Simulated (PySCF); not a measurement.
One molecule, one basis, several functionals.

Species: ethylcyclopentane, C7H14.
Atom-mapped SMILES: `[CH3:1][CH2:2][CH:3]1[CH2:4][CH2:5][CH2:6][CH2:7]1` (hydrogens: H8, H9, H10 on C1; H11, H12 on C2; H13 on C3; H14, H15 on C4; H16, H17 on C5; H18, H19 on C6; H20, H21 on C7)

PySCF, def2-SVPD basis, density fitting, gas phase, PBE0-D3(BJ)/def2-SVP geometry; singlet excitations by full TDDFT with frozen cores, triplets by Tamm–Dancoff TDDFT and ionisation energies by ΔSCF, from the lowest of the holes tried. One functional is left out:

| functional | exact exchange (%) | HOMO energy (eV) | LUMO energy (eV) | lowest singlet excitation (eV) | lowest triplet excitation (eV) | mean polarisability (au) | vertical ionisation energy (eV) |
| --- | --- | --- | --- | --- | --- | --- | --- |
| LDA | 0 | -7.17 | -0.05 | 7.16 | 7.04 | 87.1 | 10.12 |
| PBE | 0 | -7.17 | 0.06 | 7.27 | 7.12 | 85.7 | 10.04 |
| PBE0 | 25 | -8.53 | 0.77 | 8.16 | 7.91 | 82.7 | 10.43 |
| BHandHLYP | 50 | -9.88 | 1.28 | 8.78 | 8.45 | 80.7 | 10.94 |

Predict the row of B3LYP (20 % exact exchange) by straight lines through the other rows, and check it.

| property | line | computed | computed − line | PBE0 (25 %), for comparison |
| --- | --- | --- | --- | --- |
| HOMO energy (eV) | -8.26 | -8.36 | -0.10 | -8.53 |
| LUMO energy (eV) | 0.55 | 0.48 | -0.07 | 0.77 |
| lowest singlet excitation (eV) | 7.88 | 7.95 | +0.07 | 8.16 |
| lowest triplet excitation (eV) | 7.66 | 7.75 | +0.09 | 7.91 |
| mean polarisability (au) | 83.9 | 83.4 | -0.5 | 82.7 |
| vertical ionisation energy (eV) | 10.40 | 10.42 | +0.02 | 10.43 |

Which of these properties follows the share of exact exchange most closely, and which least?

Most closely the HOMO energy, least the mean polarisability; the correlations over the tabulated rows are HOMO energy -1.000, lowest triplet excitation 0.993, lowest singlet excitation 0.993, LUMO energy 0.992, vertical ionisation energy 0.992, mean polarisability -0.970. The HOMO energy moves by -0.542 eV for every 10 %. Functionals with the same share still differ in their other parts: at 0 % LDA and PBE differ by 0.00 eV in it.
